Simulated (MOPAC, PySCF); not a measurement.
H₆N₂S₂Si, SMILES `[Si](S)(S)(N)N`, neutral singlet in the gas phase. 

Z-matrix (Å, degrees):
```
Si
N 1 1.7060
H 2 1.0074 1 120.51
H 2 1.0082 3 111.91 1 148.79
N 1 1.7104 2 105.11 3 -170.96
H 5 1.0077 1 119.33 2 -167.13
H 5 1.0095 6 111.45 1 144.91
S 1 2.1528 2 102.20 3 -43.99
H 8 1.3428 1 95.12 2 161.06
S 1 2.1566 2 120.73 3 70.28
H 10 1.3451 1 94.59 2 77.00
```
Charge 0, spin multiplicity 1.

All levels are single points at this geometry (B3LYP-D3(BJ)/def2-TZVP); Pople sets use spherical d functions. Orbital energies aren't observables, and empty levels follow the basis.

M06-2X/6-31G* in PySCF gives gap (eV) = 10.07.

Q: Estimate the gap (eV) from each of these levels: B3LYP-D3(BJ)/def2-TZVP in PySCF; PBE-D3(BJ)/def2-TZVP in PySCF; B3LYP/3-21G in PySCF; B3LYP/6-311+G** in PySCF; B3LYP/6-31G* in PySCF; B3LYP/LANL2DZ in PySCF; BP86/6-31G* in PySCF; PBE/6-31G* in PySCF; HF/6-31G* in PySCF; HF/STO-3G in PySCF; AM1 in MOPAC; PM7 in MOPAC.

A: 
| level | gap (eV) |
|---|---|
| B3LYP-D3(BJ)/def2-TZVP in PySCF | 7.03 |
| PBE-D3(BJ)/def2-TZVP in PySCF | 5.43 |
| B3LYP/3-21G in PySCF | 7.69 |
| B3LYP/6-311+G** in PySCF | 6.38 |
| B3LYP/6-31G* in PySCF | 7.49 |
| B3LYP/LANL2DZ in PySCF | 7.62 |
| BP86/6-31G* in PySCF | 5.72 |
| PBE/6-31G* in PySCF | 5.72 |
| HF/6-31G* in PySCF | 14.64 |
| HF/STO-3G in PySCF | 17.03 |
| AM1 in MOPAC | 8.58 |
| PM7 in MOPAC | 8.19 |
